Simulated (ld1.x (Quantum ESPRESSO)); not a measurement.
**Building the TM semilocal potential for Nb (PBE, scalar-relativistic).**

ld1.x (Quantum ESPRESSO) 7.5 input, shortened:

```
&input
   title='Nb', zed=41., rel=1, dft='PBE', iswitch=3,
   config='[Kr] 4d4 5s1 5p0'
 /
 &inputp
   pseudotype=1, tm=.true., lloc=2,
   nlcc=.true., rcore=0.70
 /
3
4S  1  0   2.00   0.00  1.55  1.55  0.0
4P  2  1   6.00   0.00  1.80  1.80  0.0
4D  3  2   4.00   0.00  2.60  2.60  0.0
 &test
   configts(1)='4s2 4p6 4d4 5s1 5p0'
 /
```

Occupied shells without a wave of their own: 5s. They enter only through the test configuration that unscreens the potential, and ld1.x also counts them in the model core charge.

All-electron outer shells of the reference configuration (PBE, scalar-relativistic, ld1.x):

```json
{"shell": "3p", "level (eV)": "-346.84", "outermost node (bohr)": "0.17", "outermost maximum (bohr)": "0.39"}
{"shell": "3d", "level (eV)": "-196.29", "outermost node (bohr)": "–", "outermost maximum (bohr)": "0.33"}
{"shell": "4s", "level (eV)": "-58.39", "outermost node (bohr)": "0.53", "outermost maximum (bohr)": "1.04"}
{"shell": "4p", "level (eV)": "-34.52", "outermost node (bohr)": "0.54", "outermost maximum (bohr)": "1.12"}
{"shell": "5s", "level (eV)": "-3.98", "outermost node (bohr)": "1.41", "outermost maximum (bohr)": "3.08"}
{"shell": "4d", "level (eV)": "-3.04", "outermost node (bohr)": "0.55", "outermost maximum (bohr)": "1.49"}
{"shell": "5p", "level (eV)": "-1.11", "outermost node (bohr)": "1.63", "outermost maximum (bohr)": "4.26"}
```

Does the generator finish with these settings?

Yes, a potential is produced.

Estimate the cutoffs (Ry, on a coarse ladder) from which the occupation-weighted sum of valence levels, in a spherical-Bessel basis at the reference potential, stays within 10 and 1 mRy of its value at 400 Ry.

60 Ry and 80 Ry.

Which valence shell sets the plane-wave cutoff?

4s: its level needs 70 Ry to come within 1 mRy, against 40 Ry for 4p.

Tests: 4s2 4p6 4d4 5s0 5p0; 4s2 4p6 4d3 5s0 5p0; 4s2 4p6 4d2 5s0 5p0; 4s2 4p6 4d5 5s0 5p0; 4s2 4p5 4d4 5s1 5p0; 4s2 4p6 4d4 5s0.5 5p0; 4s2 4p6 4d4 5s0 5p1. Which has the largest error in its energy relative to the reference configuration, and how large is it?

4s2 4p6 4d2 5s0 5p0, with -1198 meV (all-electron minus pseudo) on +45.40 eV.

ld1.x takes every shell without a wave as core, so the model core holds the 5s electrons as well and exchange and correlation see them twice. This cancels in the reference configuration, but the file is broken for other ones, and its errors say nothing about a proper core correction.
